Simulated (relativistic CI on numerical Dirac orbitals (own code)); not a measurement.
## Sensitivity of the levels of Os16+ to α and to the nuclear radius

Calculated at this level of theory: Dirac-Coulomb-Breit CI, separate exchange-only KLI orbitals for each configuration, derivatives by finite differences, unscaled Slater integrals, QED left out (own radial code, finite nucleus).

Configuration list (outside the closed core [Kr] 4d10): 4f¹²5s², 4f¹⁴, 4f¹³5s, 4f¹²5s5p, 4f¹³5p, 4f¹²5p², 4f¹¹5s²5p, 4f¹³5d. Levels of other configurations are missing.

With x = (α/α₀)² − 1 an excitation energy changes as ω = ω₀ + qx; K = 2q/ω₀ is the relative enhancement. Terms are leading LS components, so labels can repeat. The field-shift factor is F = δν/δ⟨r²⟩ for the transition from the lowest level.

Lowest level 4f¹²5s² ³H6.

| Level | ω₀ (cm⁻¹) | q (cm⁻¹) | K | F (GHz/fm²) |
| --- | --- | --- | --- | --- |
| 4f¹²5s² ³F4 | 10181.3 | -1213 | -0.238 | 0.137 |
| 4f¹²5s² ³H5 | 20718.3 | 19470 | 1.88 | 1.29 |
| 4f¹²5s² ³H4 | 29429.5 | 21100 | 1.43 | 1.53 |
| 4f¹²5s² ³F2 | 32064.8 | 8268 | 0.516 | 0.97 |
| 4f¹²5s² ³F3 | 33084.3 | 19560 | 1.18 | 1.51 |
| 4f¹³5s ³F°4 | 35449.6 | 340900 | 19.2 | -512 |
| 4f¹³5s ³F°3 | 40347.4 | 343100 | 17 | -514 |
| 4f¹²5s² ³H4 | 48996.4 | 38290 | 1.56 | 2.7 |
| 4f¹³5s ³F°2 | 57828.8 | 361300 | 12.5 | -511 |
| 4f¹²5s² ³P2 | 59212.7 | 17350 | 0.586 | 1.9 |
| 4f¹³5s ¹F°3 | 63554.1 | 362100 | 11.4 | -514 |
| 4f¹²5s² ¹I6 | 69629.4 | 16440 | 0.472 | 2.08 |
| 4f¹²5s² ³P0 | 72987.8 | 21520 | 0.59 | -17.3 |

At this charge transitions that keep the count of f electrons are usually good to a few per cent. Terms inside the open d or f shell come out 10 to 20 % too wide with unscaled integrals. Levels that differ in their count of f electrons can be misplaced by several ten thousand cm⁻¹, since the correlation energy of f electrons is missing or only estimated; rates across such gaps can be off by orders of magnitude.
